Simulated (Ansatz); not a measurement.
Single points on Cu(NH3)(SiH3) (CuSiNH₆).

```yaml
crystal:
  periodic: [false, false, false]
  atoms:
    - {symbol: Cu, position_ang: [0.000327, -0.001147, 0.199774]}
    - {symbol: N, position_ang: [-0.000203, -0.015059, 2.206673]}
    - {symbol: H, position_ang: [-0.929922, -0.188565, 2.574968]}
    - {symbol: H, position_ang: [0.316424, 0.872826, 2.582878]}
    - {symbol: H, position_ang: [0.612465, -0.737216, 2.571705]}
    - {symbol: Si, position_ang: [0.000298, 0.014163, -2.065947]}
    - {symbol: H, position_ang: [1.313782, 0.388138, -2.687732]}
    - {symbol: H, position_ang: [-0.976851, 0.970986, -2.683518]}
    - {symbol: H, position_ang: [-0.336310, -1.304137, -2.698802]}
basis:
  gaussian: {orbitals: def2-TZVP, initial_orbitals: start.molden}
hamiltonian: {xc: {name: r2SCANh}, dispersion: d4}
scf: {omitted_lower_state_checks: [starts]}
output: {orbitals: {seedname: orbitals}}
```

The file start.molden holds the orbitals of an earlier run on this structure, at another level or in another basis.

```sh
$ ansatz run in.yaml --threads 4 --pin off --events-out ev --progress --plain --max-ram 3916MiB
```

Output, abridged:

```
Functional definition: r2SCANh
1144 factors; their error is unknown
mean field evaluation 1: about -54105.4580 eV, gradient 5.2e0 eV
mean field evaluation 2: about -54105.4861 eV, gradient 6.5e-2 eV
mean field evaluation 4: about -54105.4875 eV, gradient 1.2e-4 eV
mean field -54105.48746932 eV, -1988.3399904810 hartree, gradient 1.2e-5 eV, S^2 0.000000; 0 other end points of the search recorded, 0 dependent functions left out
reference -54105.48748555 eV, -1988.3399910772 hartree; 28, 28 occupied and 121, 121 virtual orbitals, 1144 factors
Total energy: -54105.52376723 eV, -1988.3413244046 hartree
Checks for a lower state left out: starts
```

Run time 2.1 s (4 threads of Intel Xeon on a shared host).

As the first input, with `hamiltonian: {xc: r2scan, dispersion: d4}` (abridged; 1.8 s):

```
Functional definition: r2SCAN
mean field -54106.25341323 eV, -1988.3681384002 hartree, gradient 2.4e-5 eV, S^2 0.000000
Total energy: -54106.28700647 eV, -1988.3693729292 hartree
Checks for a lower state left out: starts
```

First input, but with `gaussian: {orbitals: STO-3G}`, `hamiltonian: {xc: hf}` (abridged; 1 s):

```
Functional definition: HF
mean field evaluation 16: about -53417.6198 eV, gradient 1.0e-4 eV
mean field evaluation 32: about -53417.6198 eV, gradient 4.3e-4 eV
mean field evaluation 64: about -53417.6199 eV, gradient 1.7e-3 eV
mean field -53417.61989350 eV, -1963.0613233227 hartree, gradient 4.9e-6 eV, S^2 0.000000
Total energy: -53417.61989350 eV, -1963.0613233227 hartree
Checks for a lower state left out: starts
```

The first input with `hamiltonian: {xc: {name: PBE-QIDH}}`, `correlation: {frozen_orbitals: {Cu: 9, H: 0, "N": 1, Si: 5}}` and without the key `output` (abridged; 2.2 s):

```
Functional definition: PBE-QIDH
mean field -54077.53511958 eV, -1987.3127605746 hartree, gradient 2.2e-6 eV, S^2 0.000000
15 core orbitals not correlated: weight in the atoms' cores, before any rotation towards them, 1.000 or more for the frozen orbitals, at most 0.000 for the correlated occupied ones
second order -25.01287863 eV of doubles, -0.00000000 eV of singles
Total energy: -54085.87276177 eV, -1987.6191632736 hartree
Checks for a lower state left out: starts
```

As the first input, with `hamiltonian: {xc: {name: BLYP}, dispersion: d4}` (abridged; 0.95 s):

```
Functional definition: BLYP
mean field -54110.13600809 eV, -1988.5108211297 hartree, gradient 7.4e-5 eV, S^2 0.000000
Total energy: -54110.44351423 eV, -1988.5221217719 hartree
Checks for a lower state left out: starts
```

As the first input, with `hamiltonian: {xc: {name: BHLYP}, dispersion: d4}`, `output: {forces: true, orbitals: {seedname: orbitals}}` (abridged; 1.8 s):

```
Functional definition: BHLYP
mean field -54105.34877848 eV, -1988.3348936867 hartree, gradient 1.8e-5 eV, S^2 0.000000
Total energy: -54105.53812495 eV, -1988.3418520411 hartree
Atom 0 force    -0.000025    -0.000162     0.022031 eV/Å
Atom 1 force    -0.000176    -0.004007     0.581662 eV/Å
Atom 2 force     0.337535     0.062942    -0.119385 eV/Å
Atom 3 force    -0.114909    -0.322474    -0.122394 eV/Å
Atom 4 force    -0.222435     0.262046    -0.118266 eV/Å
Atom 5 force    -0.000079     0.003160    -0.471764 eV/Å
Atom 6 force    -0.188745    -0.053614     0.075816 eV/Å
Atom 7 force     0.140419    -0.137420     0.075080 eV/Å
Atom 8 force     0.048414     0.189529     0.077220 eV/Å
Dipole moment:    -0.000220    -0.012056     1.761267 e Å
Checks for a lower state left out: starts
```

As the first input, with `correlation: {method: mp2, frozen_orbitals: {Cu: 9, H: 0, "N": 1, Si: 5}}` and without the key `hamiltonian` (abridged; 1.1 s):

```
Functional definition: HF
mean field -54037.71717106 eV, -1985.8494779562 hartree, gradient 4.8e-6 eV, S^2 0.000000
15 core orbitals not correlated: weight in the atoms' cores, before any rotation towards them, 1.000 or more for the frozen orbitals, at most 0.000 for the correlated occupied ones
second order -21.98861161 eV of doubles, -0.00000000 eV of singles
Total energy: -54059.70578267 eV, -1986.6575445285 hartree
Checks for a lower state left out: starts
```

Geometry: PBE0-D4/def2-TZVP.

Correlated methods freeze 15 core orbitals. At PBE-QIDH/def2-TZVP, MP2/def2-TZVP the test of the restricted singlet for broken spin symmetry was undecided.
